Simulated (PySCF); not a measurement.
C₄H₇FSi, SMILES F[C@@H]1C=C[Si@@H]1C. Heavy atoms are numbered as in [CH3:1][Si@H:2]1[CH:3]=[CH:4][C@H:5]1[F:6]. Hydrogens are named by the atom that carries them.

Geometry: B3LYP-D3(BJ)/def2-SVP. The structure was generated by enumeration; whether it is a known compound was not checked.

Method: PySCF with HF/pcSseg-1.

GIAO shieldings, no solvent; atoms alike by connectivity are averaged. δ = σ(ref) − σ: ¹³C against TMS (σ = 192.6 ppm); ²⁹Si against TMS (σ = 393.8 ppm); ¹⁹F against CFCl3 (σ = 238.5 ppm); ¹H against TMS (σ = 31.99 ppm), references at their B3LYP-D3(BJ)/def2-TZVP geometries, non-relativistic.

```tsv
nucleus	atoms	count	δ (ppm)
¹³C	C4 (CH)	1	169.0
¹³C	C3 (CH)	1	154.8
¹³C	C5 (CH)	1	83.0
¹³C	C1 (CH3)	1	-0.3
²⁹Si	Si2 (SiH)	1	1.1
¹⁹F	F6	1	-204.3
¹H	H on C4	1	7.71
¹H	H on C3	1	7.15
¹H	H on C5	1	5.24
¹H	H on Si2	1	5.18
¹H	H on C1	3	0.87
```
